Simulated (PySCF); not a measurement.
C3H10AlNO, singlet, at a GFN2-xTB geometry (such geometries of metal compounds can be far from the true shape), atoms displaced at random by about 0.03 Å a coordinate; PBE/STO-3G, gradient in PySCF.

Input for PySCF:
```python
from pyscf import gto, scf, dft

mol = gto.M(
    atom='''
Al   -0.542947    0.041478   -0.651911
H    -1.696381    0.511286   -1.429247
O     0.218723   -1.323416   -1.220301
C     0.900974   -2.409168   -1.698476
H     0.834555   -3.263326   -0.992298
H     0.398310   -2.786360   -2.571191
H     1.937117   -2.231743   -1.962473
N    -0.171915    0.972542    0.901098
C     0.878490    0.675332    1.842604
C    -0.961453    2.093772    1.208474
H     1.587082    1.583652    1.883301
H     0.515838    0.507496    2.843924
H     1.417621   -0.201036    1.525550
H    -1.423410    1.956984    2.205429
H    -0.318333    2.964860    1.212546
H    -1.727454    2.195046    0.458231
''',
    basis='sto-3g',
    charge=0,
    spin=0,
    verbose=4,
)

mf = dft.RKS(mol)
mf.xc = 'pbe'
mf.grids.level = 5
mf.kernel()
g = mf.nuc_grad_method()
g.grid_response = True
grad = g.kernel()
```

Output, abridged:

```
PySCF version 2.14.0

[INPUT] verbose = 4
[INPUT] num. atoms = 16
[INPUT] num. electrons = 56
[INPUT] charge = 0
[INPUT] spin (= nelec alpha-beta = 2S) = 0
[INPUT] symmetry False subgroup None
[INPUT] Mole.unit = angstrom
[INPUT] Symbol           X                Y                Z      unit          X                Y                Z       unit  Magmom
[...]
nuclear repulsion = 294.146181626464
number of shells = 30
number of NR pGTOs = 132
number of NR cGTOs = 44
basis = sto-3g
ecp = {}

******** <class 'pyscf.dft.rks.RKS'> ********
method = RKS
initial guess = minao
damping factor = 0
level_shift factor = 0
DIIS = <class 'pyscf.scf.diis.CDIIS'>
diis_start_cycle = 1
diis_space = 8
diis_damp = 0
SCF conv_tol = 1e-09
SCF conv_tol_grad = None
SCF max_cycles = 50
direct_scf = True
direct_scf_tol = 1e-13
XC library pyscf.dft.libxc version 7.1.2
    S. Lehtola, C. Steigemann, M. J. T. Oliveira, and M. A. L. Marques,  SoftwareX 7, 1–5 (2018)
XC functionals = pbe
    J. P. Perdew, K. Burke, and M. Ernzerhof,  Phys. Rev. Lett. 77, 3865 (1996)
    J. P. Perdew, K. Burke, and M. Ernzerhof,  Phys. Rev. Lett. 78, 1396 (1997)
    J. P. Perdew, K. Burke, and M. Ernzerhof,  Phys. Rev. Lett. 77, 3865 (1996)
    J. P. Perdew, K. Burke, and M. Ernzerhof,  Phys. Rev. Lett. 78, 1396 (1997)
radial grids:
    Treutler-Ahlrichs [JCP 102, 346 (1995); DOI:10.1063/1.469408] (M4) radial grids

becke partition: Becke, JCP 88, 2547 (1988); DOI:10.1063/1.454033
pruning grids: <function nwchem_prune>
grids dens level: 5
symmetrized grids: False
atomic radii adjust function: <function treutler_atomic_radii_adjust>
small_rho_cutoff = 0
Set gradient conv threshold to 3.16228e-05
Initial guess from minao.
tot grids = 492480
init E= -486.469366657525
[...]
cycle= 1 E= -485.971674600603  delta_E= 0.498  |g|= 0.77  |ddm|= 4.87
[...]
cycle= 2 E= -485.190559052498  delta_E= 0.781  |g|= 1.86  |ddm|= 3.29
[...]
cycle= 3 E= -486.143867487444  delta_E= -0.953  |g|= 0.321  |ddm|= 2.35
[...]
cycle= 4 E= -486.172234360238  delta_E= -0.0284  |g|= 0.128  |ddm|= 0.663
[...]
cycle= 5 E= -486.177499687098  delta_E= -0.00527  |g|= 0.0205  |ddm|= 0.207
[...]
cycle= 6 E= -486.177663146508  delta_E= -0.000163  |g|= 0.00467  |ddm|= 0.0342
[...]
cycle= 7 E= -486.177670427449  delta_E= -7.28e-06  |g|= 0.000834  |ddm|= 0.00755
[...]
cycle= 8 E= -486.17767066804  delta_E= -2.41e-07  |g|= 0.000136  |ddm|= 0.00149
[...]
cycle= 9 E= -486.177670675458  delta_E= -7.42e-09  |g|= 2.94e-05  |ddm|= 0.000283
[...]
cycle= 10 E= -486.17767067571  delta_E= -2.52e-10  |g|= 7.61e-06  |ddm|= 4.42e-05
[...]
Extra cycle  E= -486.177670675702  delta_E= 7.5e-12  |g|= 9.43e-06  |ddm|= 2.28e-05
converged SCF energy = -486.177670675702

******** <class 'pyscf.grad.rks.Gradients'> for <class 'pyscf.dft.rks.RKS'> ********
unit = Eh/Bohr
grid_response = True
--------------- RKS gradients ---------------
         x                y                z
0 Al    -0.0282152352     0.0103287820    -0.0248890343
1 H     0.0120574837    -0.0068326026     0.0073029496
2 O     0.0213022986    -0.0537807165    -0.0268531623
3 C     0.0209983477     0.0050879743    -0.0235099799
4 H    -0.0106094929     0.0101408061    -0.0101270608
5 H     0.0109025970     0.0162204298     0.0397932989
6 H    -0.0310448166    -0.0039927017     0.0044579447
7 N    -0.0036035457     0.0889752854     0.0788320560
8 C    -0.0244471729    -0.0467455443     0.0096153623
9 C     0.0106910683    -0.0113592921    -0.0251983348
10 H     0.0046298559     0.0214515593    -0.0062789149
11 H     0.0098868439     0.0041029115    -0.0305108788
12 H    -0.0171321099     0.0195848353     0.0066209147
13 H     0.0084555523    -0.0110493323    -0.0079575827
14 H    -0.0049119906    -0.0332978712    -0.0061222628
15 H     0.0210403165    -0.0088345230     0.0148246852
----------------------------------------------
```
